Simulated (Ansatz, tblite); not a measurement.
Isomers of CdCl$_{4}$ (singlet), found by a short tight-binding search and relaxed with PBE0-D4/def2-SVP in Ansatz.

In the def2 sets Cd takes a core potential, while STO-3G treats all electrons; there is no spin–orbit coupling. The xTB rows come from tblite. LC-ωPBE has ω = 0.4 bohr⁻¹. Correlated methods freeze 20 core orbitals; core or outer-core shells of Cd are correlated, in sets that lack core-valence functions.

A further structure is left out (at the level of its geometry, restricted singlet, unstable towards broken spin symmetry at other levels and untested here); at PBE0-D4/def2-TZVP its energy lies 3.09 eV above the lowest shown.

Other spin states weren't relaxed.

A:

```xyz
5

Cd   -1.211    0.221    0.717
Cl    1.111   -0.871   -0.763
Cl   -1.266    2.468    1.089
Cl   -1.316   -2.068    0.429
Cl    2.681    0.250   -1.472
```

B:

```xyz
5

Cd   -0.303   -1.006   -0.590
Cl   -0.370    0.043   -2.617
Cl   -0.498    1.828    1.081
Cl   -0.298   -2.261    1.317
Cl    1.469    1.396    0.808
```

**Question.** Estimate which lies lowest at each level, and how far above it the others are (eV).

**Answer.** 
| level | A | B |
| --- | --- | --- |
| GFN1-xTB | 0.03 | 0.00 |
| GFN2-xTB | 0.14 | 0.00 |
| HF/STO-3G | 0.07 | 0.00 |
| HF/def2-TZVP | 0.12 | 0.00 |
| LDA (SPW92)/def2-TZVP | 0.00 | 0.16 |
| PBE-D4/def2-SVP | 0.00 | 0.13 |
| PBE-D4/def2-TZVP | 0.00 | 0.09 |
| r2SCAN-D4/def2-TZVP | 0.00 | 0.07 |
| PBE0-D4/def2-SVP | 0.00 | 0.06 |
| PBE0-D4/def2-TZVP | 0.00 | 0.02 |
| LC-ωPBE/def2-TZVP | 0.06 | 0.00 |
| PBE-QIDH/def2-TZVP | 0.01 | 0.00 |
| RPA@PBE/def2-TZVP | 0.10 | 0.00 |
| MP2/def2-TZVP | 0.03 | 0.00 |
| CCSD/def2-TZVP | 0.06 | 0.00 |
| CCSD(T)/def2-TZVP | 0.04 | 0.00 |
Point groups (tolerance 0.1 Å): A Cs, B not assigned. A and B have the same bonds, so they are conformers or stereoisomers. Lower isomers may exist.
